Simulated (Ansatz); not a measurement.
## Strength of the In–H bond: InHCl → InCl + H

Species: InHCl `[Cl][InH]`, doublet; InCl, singlet; H atom, doublet. 

Shapes, held fixed at every level: PBE0-D4/def2-TZVP. Programs: Ansatz 0.2.0. The zero-point and thermal change to 298 K, harmonic and unscaled (PBE0-D4/def2-TZVP), is -7.6 kJ/mol.

```tsv
level	kind	ΔH(298 K) (kJ/mol)	less CCSD(T)/def2-TZVPP	CPU time (sum over the molecules)
HF/def2-TZVPP	Hartree–Fock	+60.1	-17.5	–
SPW92/def2-TZVPP	LDA	+101.8	+24.2	2.6 s
PBE-D4/def2-TZVPP	GGA	+72.7	-4.9	4.5 s
r2SCAN-D4/def2-TZVPP	meta-GGA	+92.0	+14.4	10 s
wB97M-V/def2-TZVPP	range-separated hybrid	+83.3	+5.7	18 s
B2PLYP/def2-TZVPP	double hybrid	+70.2	-7.4	9.3 s
MP2/def2-SVP	perturbation theory	+71.9	-5.7	–
CCSD(T)/def2-TZVPP	coupled cluster or CI	+77.6	0.0	26 s
```

The highest level, CCSD(T)/def2-TZVPP, gives ΔH(298 K) = +77.6 kJ/mol; the levels span +60.1 to +101.8. A fragment pairs its electrons up again, so this isn't a typical strength of such a bond. The column of differences is taken from that level and isn't an error. No measured value is set beside it here. Open shells run unrestricted unless RO is named. For atoms past krypton def2 sets carry core potentials with scalar relativity. Correlated rows may include outer-core shells of In, which these sets cover unevenly. Times are processor times on shared x86 and Arm servers, and rough.
